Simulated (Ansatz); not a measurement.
A made-up structure of SiH₂SeS, closed shell:

```xyz
5
angstrom
S -2.3232 0.3046 0.5898
Si -0.4302 -0.6081 0.0431
Se 1.7641 0.5222 -0.3729
H -0.1313 -2.2253 -0.1897
H 1.1207 2.0066 -0.0704
```

It is relaxed with PBE-D4/def2-SVP and then PBE0-D4/def2-TZVP (Ansatz 0.2.0). Atoms count as bonded within 1.22 times the sum of their covalent radii (H–H: 0.88 Å). The end point is not checked to be a true minimum.

**Question.** Does its bonding change? (A judgement: the text doesn't fix the answer.)

**Answer.** Computed: No: no bond forms or breaks.

Where it ends: The first stage lowers the energy by 1.09 eV in 5 steps. It ends as SiH₂SeS ([S][SiH][SeH]):
```tsv
atom	x (Å)	y (Å)	z (Å)
S1	-2.0741	0.2723	0.5266
Si2	-0.3841	-0.5429	0.0385
Se3	1.5753	0.4662	-0.3330
H4	-0.1176	-1.9870	-0.1693
H5	1.0005	1.7915	-0.0628
```

Labels in which every atom is bracketed show which atoms are joined, not bond orders.

For scale, one of the runs: PBE0-D4/def2-TZVP relaxation, 134 basis functions, launched by `ansatz run in.yaml --threads 2 --pin off --events-out ev --progress --plain --max-ram 4352MiB`. Hardware: 2 CPU threads of an Intel Xeon, shared host. Wall time about 15 s.
